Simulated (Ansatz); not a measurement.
# Molecular dynamics of ClGaH3N

input.yaml

```yaml
crystal:
  periodic: [false, false, false]
  atoms:
    - { symbol: Ga, position_ang: [-0.05917, -0.047529, 0.030511] }
    - { symbol: H, position_ang: [0.042742, -0.366068, 1.543783] }
    - { symbol: Cl, position_ang: [1.721069, 0.401461, -1.124835] }
    - { symbol: "N", position_ang: [-1.583874, -0.005826, -0.936404] }
    - { symbol: H, position_ang: [-2.507244, -0.190223, -0.560278] }
    - { symbol: H, position_ang: [-1.605823, 0.208186, -1.927777] }
basis:
  gaussian: { orbitals: def2-SVP }
hamiltonian:
  xc: b3lyp
  dispersion: d4
md:
  timestep: 0.5
  n_steps: 150
  ensemble: nvt_langevin
  temperature: 1000.0
  initial_velocities: maxwell_boltzmann
  seed: 620097
  friction: 0.02
```

Command:

```bash
$ ansatz run input.yaml --threads 1 --pin off --max-ram 2048MiB --backend cpu --events-out ev --progress --plain --runs-dir out
```

It starts from a relaxed structure.

Output, in part (step lines, the closing report, with atoms numbered from 0):

```
md step     0: t =     0.00 fs  T =   833.3 K  F+E_penalty+E_count = -66431.67025860 eV  E_kin = 0.646300 eV  (26 SCF iters)
[... lines left out ...]
Total energy: -66431.53511510 eV, -2441.3138865682 hartree
Atom 0 at    -0.004643    -0.037242    -0.079702 Å, force     0.526719    -0.376172     0.521980 eV/Å
Atom 1 at     0.410252    -0.742023     1.331292 Å, force    -0.476315     0.427834    -0.788671 eV/Å
Atom 2 at     1.781103     0.410345    -1.289899 Å, force    -0.524195     0.035670     0.079957 eV/Å
Atom 3 at    -1.695394     0.310193    -0.664333 Å, force    -0.214882    -0.758089     1.400487 eV/Å
Atom 4 at    -2.492735    -0.020774    -0.082541 Å, force     0.761064     0.412260    -0.654540 eV/Å
Atom 5 at    -1.995747     0.742449    -1.515382 Å, force    -0.072391     0.258498    -0.559213 eV/Å
Dipole moment:    -0.627379    -0.027521     0.116153 e Å
```

The steps, from the saved trajectory:

```
time (fs)  T (K)  potential energy less start (eV)
      0.0    833                             0.000
      2.5    594                             0.165
      5.0    526                             0.352
      7.5    471                             0.307
     10.0    356                             0.247
     12.5    369                             0.281
     15.0    401                             0.280
     17.5    408                             0.248
     20.0    431                             0.200
     22.5    458                             0.193
     25.0    566                             0.175
     27.5    330                             0.342
     30.0    462                             0.265
     32.5    450                             0.245
     35.0    661                             0.188
     37.5    702                             0.208
     40.0    670                             0.211
     42.5    624                             0.198
     45.0    656                             0.207
     47.5    620                             0.291
     50.0    502                             0.416
     52.5    573                             0.361
     55.0    377                             0.408
     57.5    292                             0.362
     60.0    281                             0.358
     62.5    425                             0.298
     65.0    354                             0.293
     67.5    444                             0.243
     70.0    723                             0.196
     72.5    836                             0.141
     75.0    873                             0.135
```

The run went to its last step. The mean temperature of the second half is 45 % below the set value. A run of 0.075 ps of so small a system gives no equilibrium averages.

The same pairs are bonded in the first frame and the last. Pairs count as bonded within 1.25 times the sum of covalent radii (0.12 Å more for H–H).

Last frame:

```xyz
6
Properties=species:S:1:pos:R:3
Ga -0.005 -0.037 -0.080
H 0.410 -0.742 1.331
Cl 1.781 0.410 -1.290
N -1.695 0.310 -0.664
H -2.493 -0.021 -0.083
H -1.996 0.742 -1.515
```

Time of the run: 6.6 min on 1 thread of Arm Neoverse V2, with other jobs on the host, peak memory 0.15 GiB.
